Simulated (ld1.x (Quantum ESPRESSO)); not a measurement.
**Cu: one change to a TM potential, before and after**

copper (Cu), norm-conserving Troullier–Martins (Kleinman–Bylander form), made with ld1.x (Quantum ESPRESSO) 7.5 (PBE, fully relativistic). Core [Ne], reference 3s2 3p6 3d9.5 4s0 4p0 (charge +1.5). Waves: 3p (bound): rc 1.15 bohr; 3d (bound): rc 1.50 bohr; 3s (bound): rc 0.95 bohr. Local part: the s channel. Core correction: none.

Open shells are filled in proportion to 2j + 1 (rel_dist='average').

Change: wave 3p (bound): rc 1.15 bohr becomes 3p (bound): rc 1.62 bohr.

Cutoffs: the cutoffs (Ry, on a coarse ladder) from which the occupation-weighted sum of valence levels, in a spherical-Bessel basis at the reference potential, stays within 10 and 1 mRy of its value at 400 Ry; they do not see the model core or the augmentation charge, which bear on the density cutoff. Errors are all-electron minus pseudo energies relative to the spin-unpolarised reference configuration.

Problem. What does the change do?

Solution. Of the 7 tests that both files solve, the error grows in 1 and shrinks in 2 by more than 15 % and 0.3 meV (median size 273.2 → 260.5 meV); neither file shows a bound ghost.

```tsv
quantity	base	changed
cutoffs, loose and tight	not determined	180 Ry, 260 Ry
bound ghosts	none	none
error for 3s2 3p6 3d10 4s1 4p0, meV [ΔE -16.82 eV]	+273	+273
error for 3s2 3p6 3d10 4s0 4p0, meV [ΔE -8.67 eV]	-1.3	-1.6
error for 3s2 3p6 3d9 4s0 4p0, meV [ΔE 12.67 eV]	+0.4	-0.4
error for 3s2 3p6 3d10 4s0.5 4p0, meV [ΔE -13.65 eV]	+157	+157
error for 3s2 3p6 3d9 4s1 4p1, meV [ΔE -10.01 eV]	+460	+384
error for 3s2 3p6 3d7 4s0 4p0, meV [ΔE 111.39 eV]	+314	+260
error for 3s2 3p6 3d9 4s2 4p0, meV [ΔE -14.85 eV]	+741	+740
```
